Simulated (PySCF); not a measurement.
Computed IR spectrum (relative IR intensity) of a molecule C₄H₇NO. Geometry: PBE-D3(BJ)/def2-SVP. Other conformers were not sampled. Method: PBE-D3(BJ)/def2-SVP (PySCF). Harmonic, unscaled wavenumbers; measured fundamentals usually lie a few per cent lower.

```
ν (cm⁻¹)  relative intensity
--------  ------------------
53                       3.3
151                      2.4
162                       10
221                      6.3
374                      100
392                       47
464                      3.6
541                       12
840                      3.2
892                       44
930                      3.1
964                       16
987                       44
1059                      77
1088                      16
1145                      18
1186                      16
1268                     6.0
1273                      12
1323                     6.8
1352                      67
1370                      14
1408                     4.6
1641                      52
1677                      15
2903                      60
2934                      43
2976                      58
2996                      21
3201                     2.9
3694                      25
```

Problem. Pick the molecule that these values belong to.
A. CC/N=C\C=O
B. C=C/N=C/CO
C. C=C/N=C/OC
D. CC1(C)N=CO1

Solution. B, C=C/N=C/CO
